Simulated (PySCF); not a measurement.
## Structure from NMR data

The spectra below were simulated for a compound C7H9NOSi.

¹H NMR (600 MHz, computed): δ 6.76 (m, 2H), 6.54 (m, 2H), 5.65 (s, 2H), 4.54 (d, 2H), 1.82 (t, 1H).

¹³C{¹H} NMR (computed): δ 123.5 (CH), 116.8 (CH), 101.9 (CH), 87.3 (C), 76.5 (CH2).

- structure optimised with GFN2-xTB
- NMR shieldings at PBE0/pcSseg-1/GIAO
- run in PySCF 2.14
- no solvent, relativity neglected, averaged over atoms made equivalent by symmetry, fast rotation or ring inversion, a single conformation

Referencing at the same level of theory: ¹H (σref 31.72), ¹³C (σref 186.93) vs TMS.

Question: Which of these isomers gave the spectra?
A. C=C(C)/C=C\[Si@H](C#N)C=O
B. C#C[SiH2]OCn1cccc1
C. N#C/C=C\C1=CC[SiH2]CO1

Answer: B. 

The formula gives 5 degrees of unsaturation (1 ring in the answer). 5 carbon signals for 7 carbons: some carbons are equivalent by symmetry or fast rotation. Carbon types of the structure: 1 × C, 5 × CH, 1 × CH2, leaving 2 H on heteroatoms. δC 123.5: aromatic CH next to a ring nitrogen. δC 116.8: aromatic CH. δC 101.9: terminal alkyne carbon; the triple bond shields along its axis, which puts it between sp3 and sp2 carbons. δC 87.3: alkyne carbon; sp carbons lie upfield of alkene carbons because the cylindrical π system leaves one tensor component strongly shielded. δC 76.5: sp3 CH2 bonded to N and O; 2 electronegative neighbours deshield it.

The others: N#C/C=C\C1=CC[SiH2]CO1 would give 7 carbon signals, not 5; C=C(C)/C=C\[Si@H](C#N)C=O would give 7 carbon signals, not 5.

Shifts are as computed. Against solution values, carbons near 30 ppm lie about +3 ppm off and those near 130 ppm about +5 ppm. Of 1309 compounds with measured shifts, 239 miss one by over three times the rms of a fit or turn the order of signals round; such compounds aren't used in these exercises. No couplings were computed; multiplicities are counted from neighbouring protons, with m where these are inequivalent, close in shift, in a saturated or five-membered ring or joined by F or P, and br s for small geminal =CH2 splittings.
